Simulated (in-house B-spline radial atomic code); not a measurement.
Spin-orbit splittings of orbital energies (j = l + 1/2 less j = l - 1/2) and ratios of mean radii (lower j over upper j) along the 9-electron series, configuration [He] 2s2 2p5. Computed with a B-spline radial code for spherical atoms: Dirac-Hartree-Fock, average of the configuration, finite nuclei.

```tsv
ion	Z	splitting of 2p (eV)	radius ratio of 2p
V14+	23	7.7605	0.99076
Cr15+	24	?	?
Mn16+	25	11.346	0.98906
Fe17+	26	13.549	0.98815
Co18+	27	16.062	0.98721
Ni19+	28	18.913	0.98622
Cu20+	29	22.133	0.9852
Zn21+	30	25.752	0.98413
Ga22+	31	29.803	0.98303
Ge23+	32	34.322	0.98189
As24+	33	39.345	0.98071
Se25+	34	44.908	0.97948
Br26+	35	?	?
Kr27+	36	57.82	0.97691
Rb28+	37	?	?
Sr29+	38	73.395	0.97418
Zr31+	40	92	0.97128
Nb32+	41	102.56	0.96977
```

(1) Fill in the row of Cr15+.

(2) Fill in the row of Br26+.

(3) Fill in the row of Rb28+.

(4) With what power of Z does the column «splitting of 2p (eV)» change over this range?

Answers

(1) splitting of 2p (eV): 9.425; radius ratio of 2p: 0.98993.

(2) splitting of 2p (eV): 51.053; radius ratio of 2p: 0.97822.

(3) splitting of 2p (eV): 65.253; radius ratio of 2p: 0.97557.

(4) A fit of the logarithm of its size against log Z from Z = 23 to 41 has slope 4.46. An unscreened hydrogenic electron would give 4 at low Z; screening makes the apparent power larger near the neutral end, and relativity raises it again at high Z.
